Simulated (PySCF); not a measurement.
Work out the structure from these simulated measurements.

Formula: C6H6B2F2.

- Rotational structure: rotational constants A, B, C: 2.385, 1.109, 0.762 GHz [PBE0-D3(BJ)/def2-SVP]
- Dipole: 2.19 D [CAM-B3LYP/def2-SVPD]
- 13C NMR: chemical shifts (computed TMS as zero) by class: 172.7 (1 C), 146.6 (1 C), 146.4 (1 C), 130.1 (1 C), 128.2 (1 C), 121.5 (1 C) ppm [GIAO HF/pcSseg-1]
- 1H NMR: chemical shifts (computed TMS as zero) by class: 8.24 (1 H), 7.92 (1 H), 7.39 (1 H), 7.30 (1 H), 6.85 (2 H) ppm [GIAO HF/pcSseg-1]
- NMR, other nuclei: isotropic shieldings of nuclei other than C and H, by class: 54 (1 B), 87 (1 B), 318 (2 F) ppm [GIAO HF/pcSseg-1]
- UV, first state: lowest singlet excitation: 4.88 eV (254 nm, f = 0.046) [TDDFT CAM-B3LYP/def2-SVPD]
- Triplet: lowest triplet excitation (Tamm–Dancoff): 3.81 eV [TDA CAM-B3LYP/def2-SVPD]
- Polarisability: 95.2 au [CAM-B3LYP/def2-SVPD]

The electronic properties come from PySCF, for the isolated species, density fitting. Levels stand in brackets. Geometry: PBE0-D3(BJ)/def2-SVP; no solvent, vibrations or thermal averaging. NMR values are class means; diastereotopic atoms form classes of their own.

Task: What is the compound? Reason from the data.

Result: Numbering: `[BH2:1][c:2]1[cH:3][cH:4][cH:5][cH:6][c:7]1[B:8]([F:9])[F:10]`. 6 carbons fall into 6 classes; from least to most shielded: substituted aromatic carbon [C2] (172.7 ppm), aromatic CH carbon [C6] (146.6 ppm), aromatic CH carbon [C4] (146.4 ppm), aromatic CH carbon [C5] (130.1 ppm), aromatic CH carbon [C3] (128.2 ppm), substituted aromatic carbon [C7] (121.5 ppm). Hydrogen classes from least to most shielded: 1 H on an aromatic CH carbon, C6 (8.24 ppm), 1 H on an aromatic CH carbon, C4 (7.92 ppm), 1 H on an aromatic CH carbon, C5 (7.39 ppm), 1 H on an aromatic CH carbon, C3 (7.30 ppm), 2 H on a three-coordinate boron, B1 (6.85 ppm). The other shieldings belong to: 54 ppm, three-coordinate boron [B1]; 87 ppm, three-coordinate boron [B8]; 318 ppm, boron-bound fluorine [F9/F10]. S1 is mainly HOMO→LUMO (weight 0.82); the largest Löwdin shares of the orbital it empties are 0.21 on an aromatic CH carbon, 0.19 on a substituted aromatic carbon, 0.14 on an aromatic CH carbon and 0.13 on an aromatic CH carbon, of the orbital it fills 0.17 on a three-coordinate boron, 0.16 on an aromatic CH carbon, 0.15 on a substituted aromatic carbon and 0.12 on an aromatic CH carbon. The optimised geometry has point group Cs and is an asymmetric top. Structure: `Bc1ccccc1B(F)F`. Computed isomers that give other values at the same levels: `Bc1cccc(B(F)F)c1` (static isotropic polarisability: 97.7 au); `Bc1ccc(B(F)F)cc1` (rotational constant A: 3.626 GHz; this holds for the one conformer computed). The assignments are read from this structure; whether some other isomer fits the data as well wasn't checked.

Conformer computed: `[BH2:1][c:2]1[cH:3][cH:4][cH:5][cH:6][c:7]1[B:8]([F:9])[F:10]`: C6–C7–B8–F9 180°.
